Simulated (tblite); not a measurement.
C₅H₅S₂ (doublet state).
Z-matrix (Å and degrees, GFN2-xTB geometry), rows numbered from 1:
```
C 
C   1  1.4806
C   2  1.3229  1  133.90
C   3  1.3990  2  120.31  1  -179.86
C   4  1.3635  3  109.46  2    -0.07
S   5  1.7576  4  126.57  3   179.93
S   5  1.7473  4  112.62  3     0.02
H   1  1.0871  2  109.61  3    -0.02
H   1  1.0899  2  110.63  3   120.16
H   1  1.0899  2  110.67  3  -120.24
H   4  1.0726  3  126.07  2   179.93
H   6  1.3313  5   95.08  4  -179.84
```

Level: GFN2-xTB in tblite, geometry and Hessian alike; calculated harmonic values, unscaled, isolated species. This tight-binding method is rough: wavenumbers can miss measured ones by several per cent, in bad cases by 10 to 20. Modes of hydrogen on sulfur can be 10 to 20 % off. One conformer, not necessarily the lowest. Open shells enter through the occupations alone, without spin polarisation, and single modes of such species can be off by tens of per cent.

Harmonic wavenumbers (cm⁻¹): 63.5, 111.8, 130.9, 189.3, 238.9, 300.7, 368.6, 373.9, 480.5, 563.5, 603.9, 672.3, 771.4, 840.5, 927.7, 979.0, 1035.4, 1065.6, 1129.2, 1298.4, 1398.5, 1442.6, 1459.7, 1470.1, 1646.7, 2431.3, 2997.6, 3012.6, 3045.8, 3155.9.

A = 5201, B = 1176, C = 964.9 MHz; mass 128.983 u (most abundant isotopes); point group Cs, symmetry number 1; spin multiplicity 2.

What is the zero-point energy?

½Σν̃ = 17103 cm⁻¹ = 48.90 kcal/mol.

Give the ideal-gas entropy at 500 K and 1 bar in the rigid-rotor, harmonic-oscillator model (classical rotation).

Translation 43.07, rotation 29.93, vibration 35.19, spin (R ln 2) 1.38: S = 109.6 cal/(mol K).

And Cp and H(500 K) − H(0)?

Cp = 40.65 cal/(mol K), of which vibrations give 32.70 (their classical limit is 30 R = 59.6); H(500 K) − H(0) = 12.99 kcal/mol without the zero-point energy, 9.02 from vibrations.

Which modes carry the vibrational entropy at 500 K?

63.5 cm⁻¹: 5.37; 111.8 cm⁻¹: 4.25; 130.9 cm⁻¹: 3.94; 189.3 cm⁻¹: 3.22; 238.9 cm⁻¹: 2.77; 300.7 cm⁻¹: 2.34 cal/(mol K); the other 24 give 13.30 together.

Blend soft modes into free rotors: weight 1/[1 + (100 cm⁻¹/ν̃)⁴] for the oscillator and the rest for a rotor with moment μB/(μ + B), μ = h/(8π²ν), B = 10⁻⁴⁴ kg m². What vibrational entropy results?

33.21 cal/(mol K) in place of 35.19, which changes −T·S at 500 K by +0.99 kcal/mol.

Hindered rotation and anharmonicity are outside this model. Other conformers, if any are populated, would add a mixing term that is left out.

Hardware: Arm Neoverse V2, one thread, shared host with 96 logical CPUs at a one-minute load of 33. Cost: 0.29 s wall. The figure is for the frequency step alone.
